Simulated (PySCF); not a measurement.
**C9H8O2: calculation and literature**

Numbering as in the mapped SMILES `[CH2:1]=[CH:2][O:3][C:4](=[O:5])[c:6]1[cH:7][cH:8][cH:9][cH:10][cH:11]1`. Hydrogens are named by the atom that carries them. Ha(C1) is cis to O3; Hb(C1) is trans to O3.

What is known from experiment: δ 1H H(C2) 7.52; Ha(C1) 5.04; Hb(C1) 4.67 ppm (measured; solution, not stated per compound (mostly CDCl3 or CCl4); Pretsch, Buehlmann, Badertscher, Structure Determination of Organic Compounds, 4th ed. (2009)). Coupling constants: 3J(H(C2),Hb(C1)) (cis) 6.3 Hz, 3J(H(C2),Ha(C1)) (trans) 13.8 Hz, 2J(Ha(C1),Hb(C1)) -1.7 Hz.

Level of theory: NMR shieldings at HF/pcSseg-2/GIAO, geometry from PBE0-D3(BJ)/def2-SVP, J couplings at B3LYP/pcJ-1 (without the spin–dipole term), in PySCF (no solvent model, one conformer, fast rotation and ring inversion assumed for equivalent nuclei, relativity neglected).

Q: Set the calculated values beside the experiment.

A: 
Reference values: measured (solution, not stated per compound (mostly CDCl3 or CCl4); Pretsch, Buehlmann, Badertscher, Structure Determination of Organic Compounds, 4th ed. (2009)).
```json
{"atoms": "H(C2)", "quantity": "δ 1H", "reference": "7.52", "computed": "8.13"}
{"atoms": "Ha(C1)", "quantity": "δ 1H", "reference": "5.04", "computed": "5.25"}
{"atoms": "Hb(C1)", "quantity": "δ 1H", "reference": "4.67", "computed": "4.77"}
```

Computed shifts are σ(ref) − σ with the named reference compound (TMS for H and C) calculated as an isolated molecule at the same level.

Coupling constants in Hz:
```tsv
coupling	reference	computed	source
3J(H(C2),Hb(C1)) cis	6.3	7.7	measured; solution (compiled); Pretsch, Buehlmann, Badertscher, Structure Determination of Organic Compounds, 4th ed., Springer 2009
3J(H(C2),Ha(C1)) trans	13.8	15.6	measured; solution (compiled); Pretsch, Buehlmann, Badertscher, Structure Determination of Organic Compounds, 4th ed., Springer 2009
2J(Ha(C1),Hb(C1))	-1.7	-0.7	measured; solution (compiled); Pretsch, Buehlmann, Badertscher, Structure Determination of Organic Compounds, 4th ed., Springer 2009
```

Q: How far are the unscaled 1H shifts from the references?

A: Mean signed difference +0.31 ppm, mean absolute 0.31 ppm over 3 comparisons; the largest is +0.61 ppm at H(C2) (hydrogen on an alkene carbon bearing oxygen).

6 of the 9 published NMR values on file for this molecule are compared.

Unscaled 3J(H,H) at this level run about 10 % above measured values.
